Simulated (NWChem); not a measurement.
CH$_{3}$FSe; SMILES [Se](F)C

This build's default masses of Se (78.918 u) and Br (79.917 u) are each other's, which moves their modes by up to 0.6 %.

Q: Give the equilibrium geometry at PBE0/def2-SVP (NWChem) as a list of bonds and angles, with the point group.

A: point group Cs; any orientation.
Bonded distances (Å): Se1–F2 1.773, Se1–C3 1.921, C3–H4 1.101, C3–H5 1.098, C3–H6 1.098. Bond angles (°): F2–Se1–C3 95.7, Se1–C3–H4 106.1, Se1–C3–H5 110.5, Se1–C3–H6 110.5, H4–C3–H5 109.3, H4–C3–H6 109.3, H5–C3–H6 110.9.
